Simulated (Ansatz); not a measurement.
Start from `[F][Ti]([F])([Br])[Br]` and change one element to get `[F][Hf]([F])([Br])[Br]`.

Ansatz, PBE0-D4/def2-TZVP geometries, multiplicity 1. 

Elements past krypton have def2 core potentials. Scalar relativity is left out up to krypton.

```tsv
property	`[F][Ti]([F])([Br])[Br]`
size of the dipole moment (B3LYP/def2-TZVPP) / D	0.49
LUMO energy (ωB97M-V/def2-TZVPP) / eV	-1.54
HOMO–LUMO gap (PBE/def2-TZVPP) / eV	3.38
HOMO energy (PBE0/def2-TZVPP) / eV	-9.06
HOMO energy (PBE/def2-TZVPP) / eV	-7.79
HOMO–LUMO gap (B3LYP/def2-TZVPP) / eV	4.93
```

(1) What does the change do to each property? (Best estimate.)

## Answers

(1) Computed: 
| property | `[F][Hf]([F])([Br])[Br]` | shift |
| --- | --- | --- |
| size of the dipole moment (B3LYP/def2-TZVPP) / D | 0.17 | -0.32 |
| LUMO energy (ωB97M-V/def2-TZVPP) / eV | 0.18 | 1.72 |
| HOMO–LUMO gap (PBE/def2-TZVPP) / eV | 5.13 | 1.75 |
| HOMO energy (PBE0/def2-TZVPP) / eV | -9.06 | 0.00 |
| HOMO energy (PBE/def2-TZVPP) / eV | -7.78 | 0.01 |
| HOMO–LUMO gap (B3LYP/def2-TZVPP) / eV | 6.72 | 1.79 |

Dipoles are sizes alone; their direction can turn.

B3LYP here is the variant with VWN-RPA as its local correlation; programs differ in this.

Spin–orbit coupling is left out; it splits and shifts lone-pair levels of the heavy atoms by tenths of an eV.
